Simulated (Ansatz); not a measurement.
System: C4H2FO, charge 0, multiplicity 2. It need not be the lowest isomer of its formula. 
Geometry from a B3LYP-D3(BJ)/def2-TZVP (Ansatz, a quantum-chemistry and plane-wave program) optimisation:
```xyz
8

F      1.9972     0.0703     0.0977
C      0.6981    -0.1103     0.0517
C     -0.0973    -1.1862     0.1494
C     -1.4460    -0.7485     0.0202
C     -1.3575     0.5947    -0.1502
O     -0.0413     1.0039    -0.1331
H     -2.3454    -1.3382     0.0489
H     -2.0825     1.3753    -0.2907
```
Charge 0, spin multiplicity 2.

Parts of the frozen-core correlation energy in 6-31G (Ansatz, hartree). Frozen orbitals: 6; correlated occupied orbitals by spin: 16 and 15; virtual: 36 and 37. UHF or UKS for open shells. No spin-orbit coupling. Non-relativistic.

```
term                            value
-------------------------  ----------
reference (HF)             -326.68046
MP2 opposite-spin            -0.39415
MP2 same-spin              (withheld)
CCSD correlation           (withheld)
(T)                        (withheld)
T1 diagnostic                   0.040
largest doubles amplitude       0.098
<S^2> of the reference          1.153
```

Question: Complete the blanks.

Answer: 
- MP2 same-spin, value: -0.14190
- CCSD correlation, value: -0.58196
- (T), value: -0.01942
